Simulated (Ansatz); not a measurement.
Stepwise reaction of `[SiH3][SnH2][SiH3]` with hydrogen sulfide, as a gas-phase model of exchange steps in deposition or etching. ΔE in kJ/mol; ΔG adds harmonic PBE0-D4 terms to CCSD(T)/CBS, at 1 bar.

Computed with Ansatz on PBE0-D4/def2-TZVP structures; ΔE is electronic, products minus reactants. CCSD(T)/CBS adds triple-zeta CCSD(T) − MP2 to the extrapolated MP2 energy (def2 sets, frozen cores). This one scheme is used for every species. DFT in def2-TZVPP. B3LYP here is the variant with VWN-RPA as its local correlation; programs differ in this. Elements past krypton have def2 core potentials. For Sn outer-core shells are correlated without core-valence functions, which leaves a few kJ/mol of doubt a bond. Each species was taken in one conformer, which may not be the lowest.

| step | reaction | PBE-D4 | B3LYP-D4 | ωB97M-V | CCSD(T)/CBS | ΔG(500 K) |
| --- | --- | --- | --- | --- | --- | --- |
| 2 | `[SiH3][SnH2][SH]` + H₂S → `[SH][SnH2][SH]` + SiH₄ | -29.8 | -36.0 | -35.9 | -35.4 | -30.5 |

Give the row of step 1, `[SiH3][SnH2][SiH3]` + H₂S → `[SiH3][SnH2][SH]` + SiH₄. (Best estimate.)

The calculation gave: 
```csv
step,reaction,PBE-D4,B3LYP-D4,ωB97M-V,CCSD(T)/CBS,ΔG(500 K)
1,`[SiH3][SnH2][SiH3]` + H₂S → `[SiH3][SnH2][SH]` + SiH₄,-23.0,-31.6,-30.6,-30.3,-27.1
```

By hand: ΔE of the 2 steps together at CCSD(T)/CBS.

(-30.3) + (-35.4) = -65.7 kJ/mol, or -32.9 kJ/mol a step.

In ΔE each step is lower than the one before. All are downhill at CCSD(T)/CBS. ΔG lies between -30.5 and -27.1 kJ/mol a step. PBE-D4 differs from CCSD(T)/CBS by 5.6 to 7.3 kJ/mol a step. Isolated molecules leave out the surface, adducts and barriers. Largest T1 diagnostic: 0.013.
